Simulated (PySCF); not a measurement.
Species: C₃H₈F₂Si₂.
Bonds: F1–C2, C2–F3, C2–Si4, Si4–C5, C5–Si6, Si6–C7, Si4–C7. Hydrogens: H8 on C2; H9 on Si4; H10, H11 on C5; H12, H13 on Si6; H14, H15 on C7.

The same species was optimised twice, with GFN2-xTB and with PBE0-D3(BJ)/def2-SVP (PySCF), and the same property calculations (PySCF, gas phase) were run on both structures.

```
      coordinate  GFN2-xTB  PBE0-D3(BJ)/def2-SVP  change
      C5–Si6 (Å)     1.928                 1.908  -0.020
      Si4–C5 (Å)     1.910                 1.892  -0.018
      Si4–C7 (Å)     1.912                 1.895  -0.017
      Si6–C7 (Å)     1.929                 1.912  -0.017
      C2–Si4 (Å)     1.936                 1.922  -0.014
       C2–F3 (Å)     1.364                 1.359  -0.005
       F1–C2 (Å)     1.364                 1.367  +0.003
  Si4–C7–Si6 (°)      91.5                  87.3    -4.2
  Si4–C5–Si6 (°)      91.5                  87.4    -4.1
   C5–Si4–C7 (°)      88.7                  92.6    +3.9
   C5–Si6–C7 (°)      87.7                  91.6    +3.9
   F1–C2–Si4 (°)     110.5                 107.5    -3.0
   C2–Si4–C5 (°)     110.3                 108.2    -2.1
    F1–C2–F3 (°)     105.9                 107.7    +1.8
   C2–Si4–C7 (°)     109.3                 108.9    -0.4
F1–C2–Si4–C5 (°)        42                    53     +11
```

Rotational constants: A = 3219, B = 1079, C = 1039 MHz (GFN2-xTB) against A = 3085, B = 1173, C = 1135 MHz (PBE0-D3(BJ)/def2-SVP). Point groups within 0.08 Å: C1 and C1.

On the GFN2-xTB structure: lowest singlet, TDDFT (eV) 6.18 [B3LYP/def2-SVPD]; lowest triplet, Tamm–Dancoff (eV) 5.98 [B3LYP/def2-SVPD]; isotropic polarisability (au) 88.6 [B3LYP/def2-SVPD]; HOMO (eV) -7.78 [B3LYP/def2-SVPD]; LUMO (eV) -0.54 [B3LYP/def2-SVPD]; dipole (D) 2.26 [B3LYP/def2-SVPD]; HOMO (eV) -7.94 [PBE0/pcSseg-1]; LUMO (eV) -0.17 [PBE0/pcSseg-1]; dipole (D) 2.19 [PBE0/pcSseg-1]; GIAO shielding of F1/F3 (mean) (ppm) 330.0 [PBE0/pcSseg-1]; GIAO shielding of C2 (ppm) 59.5 [PBE0/pcSseg-1]; GIAO shielding of Si4 (ppm) 359.1 [PBE0/pcSseg-1]; GIAO shielding of C5/C7 (mean) (ppm) 190.4 [PBE0/pcSseg-1]; GIAO shielding of Si6 (ppm) 382.8 [PBE0/pcSseg-1].

Question: What do these properties become on the PBE0-D3(BJ)/def2-SVP structure?

Answer: 
```
                                    property            level  on GFN2-xTB  on PBE0-D3(BJ)/def2-SVP  change
                  lowest singlet, TDDFT (eV)  B3LYP/def2-SVPD         6.18                     6.19   +0.01
           lowest triplet, Tamm–Dancoff (eV)  B3LYP/def2-SVPD         5.98                     6.00   +0.02
               isotropic polarisability (au)  B3LYP/def2-SVPD         88.6                     88.6     0.0
                                   HOMO (eV)  B3LYP/def2-SVPD        -7.78                    -7.63   +0.15
                                   LUMO (eV)  B3LYP/def2-SVPD        -0.54                    -0.35   +0.19
                                  dipole (D)  B3LYP/def2-SVPD         2.26                     2.01   -0.25
energy, GFN2-xTB geometry as zero (kcal/mol)  B3LYP/def2-SVPD          0.0                     -2.0    -2.0
                                   HOMO (eV)    PBE0/pcSseg-1        -7.94                    -7.81   +0.13
                                   LUMO (eV)    PBE0/pcSseg-1        -0.17                     0.05   +0.22
                                  dipole (D)    PBE0/pcSseg-1         2.19                     1.95   -0.24
energy, GFN2-xTB geometry as zero (kcal/mol)    PBE0/pcSseg-1          0.0                     -2.9    -2.9
        GIAO shielding of F1/F3 (mean) (ppm)    PBE0/pcSseg-1        330.0                    332.1    +2.1
                  GIAO shielding of C2 (ppm)    PBE0/pcSseg-1         59.5                     60.8    +1.3
                 GIAO shielding of Si4 (ppm)    PBE0/pcSseg-1        359.1                    360.9    +1.8
        GIAO shielding of C5/C7 (mean) (ppm)    PBE0/pcSseg-1        190.4                    193.5    +3.1
                 GIAO shielding of Si6 (ppm)    PBE0/pcSseg-1        382.8                    379.8    -3.0
```

The heavy atoms differ by 0.124 Å rms after alignment. Among bonds between heavy atoms C5–Si6 changes most (-0.020 Å). Changes are differences of the printed values. Neither structure is proved a minimum here.

Shape of the structure used: `[F:1][CH:2]([F:3])[SiH:4]1[CH2:5][SiH2:6][CH2:7]1`: F1–C2–Si4–C5 53°.
